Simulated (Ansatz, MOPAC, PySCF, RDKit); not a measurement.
Pair of molecules: CH3F (SMILES CF) (first 5 atoms) with H2 (SMILES [H][H]); geometry from B3LYP-D3(BJ)/def2-TZVP, rigid monomers moved along the line of their centres of mass till F2···H6 is 2.29 Å.
(charge 0, multiplicity 1):
```xyz
7

C     -0.44483    -0.67094    -0.35147
F     -0.20249     0.62267     0.09831
H      0.10372    -0.82652    -1.28112
H     -0.10544    -1.37532     0.40876
H     -1.51572    -0.78802    -0.52143
H      0.17089     0.27061     2.33447
H      0.26125    -0.05562     2.99796
```

```tsv
level	interaction energy (meV)	minus CCSD(T)/CBS(aug-cc-pVDZ, aug-cc-pVTZ)	cost
UFF	47.5	66.9	-
PM7	69.8	89.1	-
HF/3-21G (no counterpoise)	-86.7	-67.3	-
HF/6-31G* (no counterpoise)	-7.1	12.3	-
PBE-D3(BJ)/def2-TZVPPD	-25.3	-6.0	×1
r2SCAN/def2-TZVPPD	-5.5	13.9	×2
r2SCAN-D4/def2-TZVPPD	-9.9	9.5	×2
B3LYP/6-31G* (no counterpoise)	-61.1	-41.7	-
B3LYP/def2-TZVPPD	8.9	28.2	×2
PBE0/def2-TZVPPD	-6.7	12.7	×2
wB97X-V/def2-TZVPPD	-15.9	3.5	×3
CCSD/aug-cc-pVTZ	-9.0	10.4	-
CCSD(T)/aug-cc-pVDZ	-4.9	14.5	×4
CCSD(T)/CBS(aug-cc-pVDZ, aug-cc-pVTZ)	-19.4	0.0	×200*
```

 The comparison column counts from a level with limits of its own.

The rows run from -86.7 (HF/3-21G (no counterpoise)) to 69.8 meV (PM7). The dispersion term adds -4.4 in r2SCAN-D4. The 4 functionals in def2-TZVPPD without D3 or D4 span 24.7, from wB97X-V to B3LYP.

Interaction energies are E(AB) − E(A) − E(B) at the monomers' geometry in the complex; basis-set methods are counterpoise corrected. Rows marked so take none. RDKit's UFF carries no charges.

Cores are frozen in the correlated methods. CBS: X⁻³ extrapolation of the correlation energy, Hartree–Fock from the larger set. Rows in 3-21G, 6-31G* carry no dispersion term and start afresh at each structure (6-31G* with six Cartesian d functions). The state that PM7 reach isn't checked; PM7 holds dispersion and hydrogen-bond terms.

Codes used: Ansatz (a quantum-chemistry and plane-wave program); MOPAC for PM7 (differences of heats of formation); PySCF for 3-21G rows, 6-31G* rows, the dispersion terms; RDKit for the force fields. 

Costs are rough ratios of core time to PBE/def2-TZVPPD (about 1.6 s over the structures, on one shared machine); a dash marks a level with no comparable run of its own. A star marks coupled-cluster runs past 200 virtual orbitals, where the program's memory plan changes under this machine's limit, so their costs aren't comparable with smaller runs.
